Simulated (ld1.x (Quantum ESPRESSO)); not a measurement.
## An all-electron radial function and its pseudo partner (Nb)

Columns: radius, all-electron u(r) and pseudo u(r) of the 4s shell (level -58.39 eV) of niobium in the configuration [Ar] 3d10 4s2 4p6 4d4 5s1 5p0; PBE, scalar-relativistic, PAW scheme, ld1.x (Quantum ESPRESSO) 7.5.

```json
{"r (bohr)": "0.143", "all-electron": "-0.2630", "pseudo": "-0.2236"}
{"r (bohr)": "0.285", "all-electron": "0.5164", "pseudo": "-0.4320"}
{"r (bohr)": "0.428", "all-electron": "0.4027", "pseudo": "-0.6154"}
{"r (bohr)": "0.570", "all-electron": "-0.1628", "pseudo": "-0.7614"}
{"r (bohr)": "0.713", "all-electron": "-0.6714", "pseudo": "-0.8650"}
{"r (bohr)": "0.855", "all-electron": "-0.9677", "pseudo": "-0.9218"}
{"r (bohr)": "0.998", "all-electron": "-1.0743", "pseudo": "-0.9333"}
{"r (bohr)": "1.140", "all-electron": "-1.0487", "pseudo": "-0.9038"}
{"r (bohr)": "1.283", "all-electron": "-0.9493", "pseudo": "-0.8403"}
{"r (bohr)": "1.425", "all-electron": "-0.8193", "pseudo": "-0.7530"}
{"r (bohr)": "1.568", "all-electron": "-0.6834", "pseudo": "-0.6509"}
{"r (bohr)": "1.710", "all-electron": "-0.5575", "pseudo": "-0.5455"}
{"r (bohr)": "1.853", "all-electron": "-0.4466", "pseudo": "-0.4438"}
{"r (bohr)": "1.995", "all-electron": "-0.3537", "pseudo": "-0.3536"}
{"r (bohr)": "2.138", "all-electron": "-0.2770", "pseudo": "-0.2770"}
{"r (bohr)": "2.280", "all-electron": "-0.2156", "pseudo": "-0.2156"}
{"r (bohr)": "2.423", "all-electron": "-0.1666", "pseudo": "-0.1666"}
{"r (bohr)": "2.565", "all-electron": "-0.1284", "pseudo": "-0.1284"}
{"r (bohr)": "2.708", "all-electron": "-0.0984", "pseudo": "-0.0984"}
{"r (bohr)": "2.850", "all-electron": "-0.0753", "pseudo": "-0.0753"}
{"r (bohr)": "2.992", "all-electron": "-0.0574", "pseudo": "-0.0574"}
{"r (bohr)": "3.135", "all-electron": "-0.0437", "pseudo": "-0.0437"}
{"r (bohr)": "3.278", "all-electron": "-0.0331", "pseudo": "-0.0331"}
{"r (bohr)": "3.420", "all-electron": "-0.0251", "pseudo": "-0.0251"}
{"r (bohr)": "3.563", "all-electron": "-0.0190", "pseudo": "-0.0190"}
{"r (bohr)": "3.705", "all-electron": "-0.0144", "pseudo": "-0.0144"}
```

Problem. How many radial nodes do the two functions have?

Solution. The all-electron 4s function has n − l − 1 = 3 (the table is too coarse to show those close to the nucleus); the pseudo-wave has 0, since the states of the same l below it are removed with the core.

Problem. At about which radius was the pseudo-wave matched?

Solution. 2.25 bohr. The columns agree to 0.0005 from 2.00 bohr on; several derivatives are matched, so the curves merge somewhat inside the radius.

Problem. Where does each function peak?

Solution. Outermost all-electron maximum near 1.00 bohr, pseudo maximum near 1.00 bohr (to the table’s step).

Problem. Is the pseudo-wave norm-conserving?

Solution. No, it belongs to a PAW set: the norm inside the radius is not constrained, and the difference is carried by the augmentation charge.
